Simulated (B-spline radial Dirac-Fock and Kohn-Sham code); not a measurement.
**Tm⁷⁺: eigenvalues, ΔSCF and the reference**

System: Tm⁷⁺, 1s2 2s2 2p6 3s2 3p6 3d10 4s2 4p6 4d10 4f11 5s2 5p3.

The density-functional columns are spherical, spin-unpolarised Dirac-Kohn-Sham results without Breit or QED terms: −ε is minus the orbital energy of the initial state and ΔSCF the difference of two total energies. The reference in the last column comes from relaxed Dirac-Fock hole states (ΔSCF) with Breit and QED corrections and a finite nucleus. All numbers are from a radial B-spline solver, in eV; a selection of levels is shown. For the 1s level of heavy atoms much of the gap between ΔSCF and the reference is the Breit and QED part, -276.5 eV here; for other levels the error of the functional can be larger.

```
     level   PBE −ε  PBE ΔSCF   LDA −ε  LDA ΔSCF  Dirac-Fock
    K (1s)  59315.9   59825.6  59263.6   59771.7     59507.4
   L1 (2s)  10095.5   10190.3  10088.2   10183.3     10242.6
L2 (2p1/2)   9629.1    9749.7   9625.9    9746.6      9737.6
L3 (2p3/2)   8648.9    8755.3   8646.8    8753.4      8768.7
   M1 (3s)   2356.1    2386.0   2354.1    2384.1      2433.4
M2 (3p1/2)   2150.6    2182.4   2149.8    2181.7      2212.7
M3 (3p3/2)   1943.6    1973.1   1943.2    1972.8      2005.3
M4 (3d3/2)   1592.5    1627.2   1592.7    1627.5      1634.2
M5 (3d5/2)   1547.3    1581.1   1547.5    1581.5      1589.9
   N1 (4s)    553.5     568.9    552.7     568.0       593.8
N3 (4p3/2)    423.7     438.5    423.2     438.1       457.0
N4 (4d3/2)    287.2     301.7    287.3     301.7       309.0
N5 (4d5/2)    278.6     292.9    278.6     293.0       300.4
 N6,7 (4f)    111.0     124.0    111.4     124.4       120.5
   O1 (5s)    152.2     161.6    152.7     162.1       159.7
 O2,3 (5p)    121.5     130.0    122.0     130.6       128.1
```

Task: Order the estimates of the K (1s) level by their distance from the Dirac-Fock value, nearest first.
A. LDA ΔSCF
B. PBE ΔSCF
C. LDA −ε
D. PBE −ε

Result: D (191.5 eV), C (243.8 eV), A (264.3 eV), B (318.2 eV).

An eigenvalue near the reference for a deep level is a cancellation of errors: it lacks relaxation, carries self-interaction and omits Breit and QED terms.

Values without a named source are computed, but for edge energies of neutral atoms, which are taken from tables.
